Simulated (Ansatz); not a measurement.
System: CH$_{3}$AlBr$_{2}$, net charge 0, singlet state. 
Coordinates optimised at B3LYP-D3(BJ)/def2-TZVP (Ansatz, an electronic-structure program):
```xyz
7

C     -2.6273    -0.1136     0.0874
Al    -0.6963    -0.0223     0.0218
Br     0.5556    -1.9035     0.0562
Br     0.4116     1.9438    -0.0881
H     -3.0064    -0.7213    -0.7377
H     -2.9508    -0.5935     1.0144
H     -3.0812     0.8761     0.0310
```
Charge 0, spin multiplicity 1.

Basis-set convergence of Hartree-Fock and CCSD(T) correlation energies (hartree) with Ansatz. Correlated levels leave the core frozen unless marked. No spin-orbit coupling. The frozen core is the preceding noble-gas configuration, with the filled d and f shells of earlier blocks. Non-relativistic.

| basis | functions | E(HF) | E(corr, CCSD(T)) |
|---|---|---|---|
| def2-SVPD | 150 | -5425.79941 | -0.51629 |
| def2-TZVPPD | 250 | -5426.55162 | -0.64037 |
| def2-QZVPPD | 434 | -5426.65805 | -0.69124 |

Extrapolating the two largest sets (X = 3 and 4) as X^-3: E(corr) = (64·(-0.69124) - 27·(-0.64037))/37 = -0.7284 Eh, an estimate of the basis-set limit. The largest set recovers 94.9 % of it, the smallest 70.9 %.
